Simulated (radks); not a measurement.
Values are calculated unless marked as measured or tabulated.
Ionisation ladder of erbium, from Er2+ to Er8+. Each ion is in the ground configuration listed by NIST, and IE = E(next ion) - E(this ion). Code: a radial shooting solver on a logarithmic mesh with Libxc functionals. Model: scalar-relativistic Kohn-Sham, SCAN, spin-unpolarised, spherical densities, finite nucleus; meta-GGA in the generalised Kohn-Sham scheme; Fermi nuclear charge, rms radius 5.2516 fm.

species           configuration  E (hartree)  IE, Delta-SCF (eV)  <r> HOMO (bohr)  IE, NIST (eV)       kind  error (eV)
Er2+                  [Xe] 4f12  -13086.3198              26.167            0.818          22.70  semi-emp.      +3.467
Er3+                  [Xe] 4f11  -13085.3582              45.618            0.765          42.42  semi-emp.      +3.198
Er4+                  [Xe] 4f10  -13083.6818              79.793            0.727              -                      -
Er5+     [Kr] 4d10 4f10 5s2 5p5  -13080.7494              95.271            0.717             96     theory      -0.729
Er6+     [Kr] 4d10 4f10 5s2 5p4  -13077.2483              111.65            0.709            114     theory        -2.3
Er7+     [Kr] 4d10 4f10 5s2 5p3  -13073.1451              128.76            0.700            131     theory        -2.2
Er8+     [Kr] 4d10 4f10 5s2 5p2  -13068.4131              145.75            0.691            158     theory       -12.2

Reference values: NIST Atomic Spectra Database (exp. = measured, semi-emp. = semi-empirical, theory = theoretical value adopted there). The ionisation energy per charge of the ion left behind rises most, in proportion, at Er4+ ([Xe] 4f10), from 11.405 to 15.959 eV. Spin polarisation and multiplet splitting are left out, so open shells lie too high by an amount that depends on their filling. Spin-orbit splitting is averaged out at the scalar-relativistic level.

Beside tabulated values, note that spin-unpolarised runs miss the spin-polarisation part of the exchange energy of open shells. No tabulated value is given for the 4+ ions of Nd, Pm and Eu to Yb, where it belongs to another shell than the one emptied here.
